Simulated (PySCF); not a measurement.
CH₃Cl₃Si, charge +1, doublet, geometry from GFN2-xTB (a state made from the parent by changing its charge; the spin is typed, not shown lowest), atoms displaced at random by about 0.08 Å a coordinate. Base run: B3LYP/6-31G, gradient (PySCF).

The PySCF input:
```python
from pyscf import gto, scf, dft

mol = gto.Mole()
mol.atom = '''
    C    -2.09736240   -0.38651025   -0.00926367
    Si   -0.10380589   -0.11289074   -0.04912687
    Cl    0.59270284   -1.28048048   -1.23955636
    Cl   -0.08594105    1.84776695   -0.42994182
    Cl    0.59107078   -0.47789103    1.89975666
    H    -2.17520958   -1.35714446    0.31909793
    H    -2.46352371    0.04055587    0.84235031
    H    -2.33737692   -0.13908258   -0.96783612
'''
mol.basis = '6-31g'
mol.charge = 1
mol.spin = 1
mol.verbose = 4
mol.build()

mf = dft.UKS(mol)
mf.xc = 'b3lyp'
mf.kernel()
g = mf.nuc_grad_method()
grad = g.kernel()
```

The coordinate followed is z of atom 1.

Each row names what was changed in the base input (with any setting that the change needs).

```json
[
 {"change": "base", "dE/dx (Eh/bohr)": "-0.025864", "net force (Eh/bohr)": "0.000021"},
 {"change": "density fitting = on; auxbasis_response = off", "dE/dx (Eh/bohr)": "-0.025797", "net force (Eh/bohr)": "0.000611"},
 {"change": "grids.level = 5; grid_response = on", "dE/dx (Eh/bohr)": "-0.025868", "net force (Eh/bohr)": "0.000000"},
 {"change": "density fitting = on", "dE/dx (Eh/bohr)": "-0.025871", "net force (Eh/bohr)": "0.000021"},
 {"change": "grids.level = 5; grid_response = off", "dE/dx (Eh/bohr)": "-0.025868", "net force (Eh/bohr)": "0.000003"},
 {"change": "finite difference step (bohr) = 0.2; conv_tol = 1e-11", "dE/dx (Eh/bohr)": "-0.030421", "net force (Eh/bohr)": "-"},
 {"change": "conv_tol = 1e-11", "dE/dx (Eh/bohr)": "-0.025864", "net force (Eh/bohr)": "0.000021"},
 {"change": "grids.level = 1; grid_response = on", "dE/dx (Eh/bohr)": "-0.025900", "net force (Eh/bohr)": "0.000000"},
 {"change": "grid_response = on", "dE/dx (Eh/bohr)": "-0.025883", "net force (Eh/bohr)": "0.000000"},
 {"change": "grids.level = 0; grid_response = on", "dE/dx (Eh/bohr)": "-0.026216", "net force (Eh/bohr)": "0.000000"},
 {"change": "grids.level = 1; grid_response = off", "dE/dx (Eh/bohr)": "-0.025891", "net force (Eh/bohr)": "0.000603"},
 {"change": "finite difference step (bohr) = 1e-3; conv_tol = 1e-11", "dE/dx (Eh/bohr)": "-0.025883", "net force (Eh/bohr)": "-"}
]
```

The net force is zero for an exact gradient.

Open shells are given as the SCF converged; they aren't shown to be the lowest states, and a large step between rows can be another state.
